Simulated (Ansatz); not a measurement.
Ansatz results at the PBE0-D4/def2-TZVP geometry: LUMO energy (PBE0/def2-TZVPP) -1.55 eV; size of the dipole moment (PBE/def2-TZVPP) 0.83 D; size of the dipole moment (B3LYP/def2-TZVPP) 0.77 D.

Each molecule was computed in one conformer, which needn't be the lowest.

**Question.** Which molecule gave them?
A. `BB(C)C[SiH3]`
B. `BO[SiH]([SiH3])Cl`
C. `CC[SiH2]P`
D. `C[NH][SnH2][CH]=O`

**Answer.** A. The others give `C[NH][SnH2][CH]=O`: -1.45, 1.02, 1.26; `CC[SiH2]P`: 0.36, 1.03, 1.01; `BO[SiH]([SiH3])Cl`: -0.91, 1.27, 1.32.

B3LYP here is the variant with VWN-RPA as its local correlation; programs differ in this.
